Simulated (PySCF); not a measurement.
AsH5, SMILES [AsH5].

The structure is a stationary point at PBE0-D3(BJ)/def2-TZVP.

Two levels are set side by side: PBE/def2-TZVPD (PySCF) and PBE0/def2-TZVPD (PySCF). Same geometry, gas phase. Differences are taken from unrounded values.

| quantity | PBE0 |
|---|---|
| orbital gap (eV) | 5.31 |
| highest occupied level (eV) | -6.03 |
| lowest empty level (eV) | -0.72 |
| mean polarisability (bohr³) | 41.8 |

Question: What does PBE give, and how far is it from PBE0? (An estimate is asked for; the answer gives what the named calculation found.)

Answer: 
```
quantity                       PBE  PBE minus PBE0
---------------------------  -----  --------------
orbital gap (eV)              3.48           -1.83
highest occupied level (eV)  -4.99            1.04
lowest empty level (eV)      -1.50           -0.78
mean polarisability (bohr³)   43.1             1.3
```

PBE's occupied levels lie high since its potential decays too fast outside the molecule; exact exchange lowers them and widens the gap. PBE's more diffuse valence density responds more strongly to a field. Differences between two approximate levels are no errors against the true value.

Rough cost on one machine, each run with all the roots and properties that it gave: PBE0 against PBE within a factor of 2.
